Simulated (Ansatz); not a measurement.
Single points on tetramethylammonium benzoate, `C[N+](C)(C)C.O=C([O-])c1ccccc1`.

```yaml
crystal:
  periodic: [false, false, false]
  atoms:
    - {symbol: C, position_ang: [-3.890779, 1.117694, -1.582259]}
    - {symbol: N, position_ang: [-2.550642, 0.746668, -1.036983]}
    - {symbol: C, position_ang: [-1.603966, 0.399976, -2.159240]}
    - {symbol: C, position_ang: [-2.664658, -0.457536, -0.135348]}
    - {symbol: C, position_ang: [-1.977207, 1.897536, -0.248799]}
    - {symbol: H, position_ang: [-4.299764, 0.267979, -2.159914]}
    - {symbol: H, position_ang: [-4.568237, 1.360420, -0.742835]}
    - {symbol: H, position_ang: [-3.781881, 1.999738, -2.239962]}
    - {symbol: H, position_ang: [-1.413468, 1.312054, -2.753759]}
    - {symbol: H, position_ang: [-0.679738, -0.008035, -1.675416]}
    - {symbol: H, position_ang: [-2.082803, -0.373540, -2.788689]}
    - {symbol: H, position_ang: [-3.249434, -0.174214, 0.758777]}
    - {symbol: H, position_ang: [-3.183911, -1.259259, -0.693431]}
    - {symbol: H, position_ang: [-1.616065, -0.767524, 0.108375]}
    - {symbol: H, position_ang: [-2.681345, 2.132464, 0.571588]}
    - {symbol: H, position_ang: [-1.891703, 2.766419, -0.928400]}
    - {symbol: H, position_ang: [-0.961612, 1.598961, 0.159872]}
    - {symbol: O, position_ang: [0.641594, 1.095667, 0.798008]}
    - {symbol: C, position_ang: [0.964732, -0.079849, 0.468345]}
    - {symbol: O, position_ang: [0.273314, -0.882673, -0.248803]}
    - {symbol: C, position_ang: [2.307297, -0.599088, 0.966005]}
    - {symbol: C, position_ang: [3.130986, 0.216674, 1.765068]}
    - {symbol: C, position_ang: [4.366982, -0.258154, 2.226276]}
    - {symbol: C, position_ang: [4.790989, -1.556382, 1.891818]}
    - {symbol: C, position_ang: [3.973293, -2.375712, 1.094290]}
    - {symbol: C, position_ang: [2.737649, -1.897888, 0.634265]}
    - {symbol: H, position_ang: [2.766572, 1.227092, 2.004348]}
    - {symbol: H, position_ang: [5.007188, 0.384581, 2.851628]}
    - {symbol: H, position_ang: [5.761717, -1.930488, 2.253856]}
    - {symbol: H, position_ang: [4.304314, -3.393533, 0.832429]}
    - {symbol: H, position_ang: [2.070566, -2.510040, 0.008910]}
basis:
  gaussian: {orbitals: def2-TZVP, initial_orbitals: start.molden}
hamiltonian: {xc: r2scan, dispersion: d4}
scf: {omitted_lower_state_checks: [starts]}
output: {orbitals: {seedname: orbitals}}
```

The file start.molden holds the orbitals of an earlier run on this structure, at another level or in another basis.

```sh
$ ansatz run in.yaml --threads 4 --pin off --events-out ev --progress --plain --max-ram 6963MiB
```

It prints (some lines left out):

```
Functional definition: r2SCAN
3185 factors; their error is unknown
mean field evaluation 1: about -17264.4482 eV, gradient 7.9e0 eV
mean field evaluation 2: about -17264.5490 eV, gradient 9.8e-2 eV
mean field evaluation 4: about -17264.4535 eV, gradient 1.5e-3 eV
mean field -17264.45352030 eV, -634.4569646043 hartree, gradient 2.4e-5 eV, S^2 0.000000; 0 other end points of the search recorded, 0 dependent functions left out
reference -17264.45353996 eV, -634.4569653267 hartree; 53, 53 occupied and 483, 483 virtual orbitals, 3185 factors
Total energy: -17264.70105747 eV, -634.4660614272 hartree
Checks for a lower state left out: starts
```

Hardware: 4 threads of Arm Neoverse V1 on a shared host. Wall time 30 s, peak host memory 1.5 GiB.

As the first input, with `gaussian: {orbitals: def2-SVP, initial_orbitals: start.molden}`, `hamiltonian: {xc: pbe, dispersion: d4}` (abridged; 6.5 s):

```
Functional definition: PBE
mean field -17233.71157699 eV, -633.3272190252 hartree, gradient 1.2e-5 eV, S^2 0.000000
Total energy: -17234.58229288 eV, -633.3592172440 hartree
Checks for a lower state left out: starts
```

The first input with `gaussian: {orbitals: def2-SVP, initial_orbitals: start.molden}`, `correlation: {method: mp2}` and without the key `hamiltonian` (abridged; 16 s):

```
Functional definition: HF
mean field -17146.27983966 eV, -630.1141619418 hartree, gradient 2.1e-6 eV, S^2 0.000000; unrestricted orbitals would lower it
14 core orbitals not correlated: weight in the atoms' cores, before any rotation towards them, 1.000 or more for the frozen orbitals, at most 0.000 for the correlated occupied ones
second order -55.53747726 eV of doubles, -0.00000000 eV of singles
Total energy: -17201.81731692 eV, -632.1551265863 hartree
Checks for a lower state left out: starts
```

First input, but with `gaussian: {orbitals: def2-SVP, initial_orbitals: start.molden}`, `hamiltonian: {xc: pbe0, dispersion: d4}` (abridged; 14 s):

```
Functional definition: PBE0
mean field -17235.23956370 eV, -633.3833715008 hartree, gradient 2.6e-5 eV, S^2 0.000000
Total energy: -17235.98135255 eV, -633.4106317384 hartree
Checks for a lower state left out: starts
```

As the first input, with `hamiltonian: {xc: pbe, dispersion: d4}`, `output: {forces: true, orbitals: {seedname: orbitals}}` (abridged; 19 s):

```
Functional definition: PBE
mean field -17252.58398601 eV, -634.0207672645 hartree, gradient 1.8e-5 eV, S^2 0.000000
Total energy: -17253.45471760 eV, -634.0527660602 hartree
Atom 0 force    -0.219795     0.061333    -0.088360 eV/Å
Atom 1 force    -0.006434     0.009399     0.001404 eV/Å
Atom 2 force     0.132993    -0.082607    -0.140437 eV/Å
Atom 3 force     0.011468    -0.185867     0.101428 eV/Å
Atom 4 force     0.086428     0.170484     0.115520 eV/Å
Atom 5 force     0.123250     0.213195     0.156364 eV/Å
Atom 6 force     0.190194    -0.066882    -0.208754 eV/Å
Atom 7 force    -0.012106    -0.230961     0.174063 eV/Å
Atom 8 force    -0.053455    -0.233299     0.166076 eV/Å
Atom 9 force    -0.255756     0.179759    -0.169585 eV/Å
Atom 10 force     0.107993     0.202415     0.159844 eV/Å
Atom 11 force     0.156885    -0.062792    -0.239057 eV/Å
Atom 12 force     0.122612     0.212224     0.135365 eV/Å
Atom 13 force    -0.341701     0.116460    -0.016349 eV/Å
Atom 14 force     0.167133    -0.067725    -0.212848 eV/Å
Atom 15 force    -0.030507    -0.226725     0.161893 eV/Å
Atom 16 force    -0.311170     0.054149    -0.140527 eV/Å
Atom 17 force    -0.021490    -0.036582    -0.017360 eV/Å
Atom 18 force     0.141069    -0.148142    -0.016036 eV/Å
Atom 19 force     0.099942     0.095902     0.104023 eV/Å
Atom 20 force     0.194681    -0.083332     0.078119 eV/Å
Atom 21 force    -0.019537    -0.056963    -0.046965 eV/Å
Atom 22 force    -0.014569    -0.031472    -0.019358 eV/Å
Atom 23 force    -0.050835     0.023490    -0.016615 eV/Å
Atom 24 force    -0.007339     0.034675     0.013205 eV/Å
Atom 25 force     0.003220     0.066469     0.035578 eV/Å
Atom 26 force     0.135018    -0.282102    -0.042386 eV/Å
Atom 27 force    -0.180666    -0.182793    -0.178912 eV/Å
Atom 28 force    -0.273502     0.105577    -0.101454 eV/Å
Atom 29 force    -0.091801     0.289881     0.072822 eV/Å
Atom 30 force     0.217777     0.142832     0.179301 eV/Å
Dipole moment:    -1.963172     0.413026    -0.857650 e Å
Checks for a lower state left out: starts
```

Geometry: PBE-D4/def2-SVP.

Correlated methods freeze 14 core orbitals. At MP2/def2-SVP the restricted singlet (for correlated methods, its reference) is unstable: a solution with broken spin symmetry lies lower.
